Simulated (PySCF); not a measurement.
From one molecule to another.

First species: C5H13NOSi2.
Numbering: `[CH3:1][SiH:2]([CH3:3])/[CH:4]=[CH:5]\[C:6](=[O:7])[NH:8][SiH3:9]` (hydrogens: H10, H11, H12 on C1; H13 on Si2; H14, H15, H16 on C3; H17 on C4; H18 on C5; H19 on N8; H20, H21, H22 on Si9)

Cartesian coordinates in Å at the GFN2-xTB level; atoms count from 1:
```xyz
22
C5H13NOSi2 angstrom
C     -2.149    1.350   -0.240
Si    -1.786   -0.480   -0.617
C     -1.606   -1.622    0.894
C     -0.544   -0.791   -2.027
C      0.755   -0.518   -1.939
C      1.255    0.047   -0.692
O      0.512    0.274    0.264
N      2.551    0.345   -0.531
Si     2.835    1.009    1.075
H     -2.202    1.930   -1.157
H     -1.397    1.795    0.399
H     -3.110    1.436    0.258
H     -3.029   -0.963   -1.292
H     -0.835   -1.284    1.574
H     -2.545   -1.659    1.438
H     -1.366   -2.635    0.586
H     -0.922   -1.213   -2.948
H      1.472   -0.688   -2.733
H      3.208    0.183   -1.275
H      2.098    2.258    1.202
H      4.282    1.251    1.017
H      2.514   -0.006    2.068
```

Second species: C6H7N3Si.
Geometry (GFN2-xTB, Å), atoms numbered from 1 in this order:
```
atom  x, y, z in Å
Si1    3.4704   -0.1140   -0.2267
N2     1.7099   -0.0592   -0.0777
N3     1.0613    1.0532    0.1961
C4    -0.2303    0.7096    0.1763
C5    -1.4020    1.4486    0.3983
C6    -2.5887    0.7763    0.3128
C7    -2.6518   -0.6028    0.0105
C8    -1.5296   -1.3493   -0.2156
C9    -0.2946   -0.6899   -0.1309
N10    0.9611   -1.1223   -0.2819
H11    3.9264    0.9807    0.6199
H12    3.8312   -1.4487    0.2355
H13    3.7877    0.0938   -1.6389
H14   -1.3482    2.5015    0.6254
H15   -3.5155    1.3063    0.4796
H16   -3.6244   -1.0707   -0.0418
H17   -1.5697   -2.4009   -0.4508
```

Levels: PBE0/pcSseg-1 for dipole moment, HOMO energy, LUMO energy and HOMO–LUMO gap; GFN2-xTB for rotational constant A and rotational constant C. Geometries: GFN2-xTB. Each structure is a single optimised conformer of the isolated species, non-relativistic unless stated. Electronic properties by PySCF.

The conformers computed, where there is a choice (atom-mapped SMILES and torsion angles):
- `[CH3:1][SiH:2]([CH3:3])/[CH:4]=[CH:5]\[C:6](=[O:7])[NH:8][SiH3:9]`: C1–Si2–C4–C5 70°, C4–C5–C6–O7 0°, C5–C6–N8–Si9 180°

Values for the first species:

* Dipole moment: 3.38 D
* HOMO energy: -7.75 eV
* LUMO energy: -1.67 eV
* HOMO–LUMO gap: 6.08 eV
* Rotational constant A: 1.948 GHz
* Rotational constant C: 0.620 GHz

Question: Estimate the same properties for the second species, and the change in each.

Answer: 
| property | first | second | second less first |
| --- | --- | --- | --- |
| dipole moment | 3.38 D | 0.51 D | -2.87 D |
| HOMO energy | -7.75 eV | -6.76 eV | +0.99 eV |
| LUMO energy | -1.67 eV | -1.59 eV | +0.08 eV |
| HOMO–LUMO gap | 6.08 eV | 5.17 eV | -0.91 eV |
| rotational constant A | 1.948 GHz | 3.882 GHz | +1.934 GHz |
| rotational constant C | 0.620 GHz | 0.620 GHz | 0.000 GHz |

On the first: The dipole equals about 11.3 × 10⁻³⁰ C·m (1 D = 3.33564 × 10⁻³⁰ C·m).

On the second: The dipole matches unit charges of opposite sign 0.11 Å apart (1 e·Å = 4.8032 D).
